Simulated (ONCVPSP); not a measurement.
## Before and after: ONCV potential for Fe (Z = 26)

| Item | Value |
| --- | --- |
| Element | Fe |
| Generator | ONCVPSP 4.0.1 |
| Type | optimised norm-conserving Vanderbilt (ONCV) |
| Functional | LDA (Perdew-Wang 92) |
| Relativity | scalar-relativistic |
| Frozen core | [Ne] |
| Valence charge | 16 |
| Reference configuration | 3s2 3p6 3d6 4s2 |
| Partial waves | 3s+4s: rc 1.15 bohr, ncon 4, nbas 8, qcut 9.2 1/bohr, 2 projectors; 3p: rc 0.80 bohr, ncon 4, nbas 8, qcut 11 1/bohr, 2 projectors, debl 1 Ha; 3d: rc 1.20 bohr, ncon 4, nbas 8, qcut 12.9 1/bohr, 2 projectors, debl 1.2 Ha |
| Local potential | polynomial inside 0.55 bohr (lpopt 3, dvloc0 2 Ha) |
| Core correction | Teter function, fcfact 3, rcfact 1.45 |

In the p channel the program set the typed energies aside and used -2.202, 0.250 Ha.

All-electron outer shells of the reference configuration (LDA (PZ), scalar-relativistic, ld1.x):

```json
{"shell": "2p", "level (eV)": "-698.00", "outermost node (bohr)": "–", "outermost maximum (bohr)": "0.18"}
{"shell": "3s", "level (eV)": "-93.51", "outermost node (bohr)": "0.33", "outermost maximum (bohr)": "0.70"}
{"shell": "3p", "level (eV)": "-59.93", "outermost node (bohr)": "0.30", "outermost maximum (bohr)": "0.72"}
{"shell": "3d", "level (eV)": "-7.75", "outermost node (bohr)": "–", "outermost maximum (bohr)": "0.71"}
{"shell": "4s", "level (eV)": "-5.49", "outermost node (bohr)": "1.01", "outermost maximum (bohr)": "2.38"}
```

Change: all radii but the core radius scaled by about 1.27 (s 1.46, p 1.02, d 1.52 bohr); local potential polynomial inside 0.70 bohr (lpopt 3, dvloc0 2 Ha).

Cutoffs: the cutoffs (Ha) at which the residual kinetic energy of the hardest occupied pseudo-wave falls to 1 and 0.1 mHa per electron; they do not see the model core or the augmentation charge, which bear on the density cutoff. Errors are all-electron minus pseudo energies relative to the spin-unpolarised reference configuration.

Q: What does the change do?

A: The potential gets softer (65 Ha and 244 Ha → 53 Ha and 61 Ha); of the 4 tests that both files solve, the error grows in 3 and shrinks in 0 by more than 15 % and 0.3 meV (median size 0.7 → 5.0 meV); neither file shows a bound ghost. A larger radius leaves more room for a smooth pseudo-wave, so fewer plane waves are needed. More of the atom is replaced by a form fitted at one configuration, so other configurations suffer.

```tsv
quantity	base	changed
cutoff, loose	65 Ha	53 Ha
cutoff, tight	244 Ha	61 Ha
loose cutoff by channel	s 35 Ha, p 56 Ha, d 65 Ha	s 25 Ha, p 32 Ha, d 53 Ha
bound ghosts	none	none
GHOST(+) flags under 300 eV	none	none
error for 3s2 3p6 3d6 4s1, meV [ΔE 8.97 eV]	0.0	0.0
error for 3s2 3p6 3d6 4s0, meV [ΔE 25.46 eV]	+1.1	+1.8
error for 3s2 3p6 3d5 4s0, meV [ΔE 59.99 eV]	-0.3	+8.2
error for 3s2 3p6 3d5 4s2 4p1, meV [ΔE 8.87 eV]	+14	+32
rms error of d²Exc/dni dnj with the model core, mHa	1.03	0.88
```
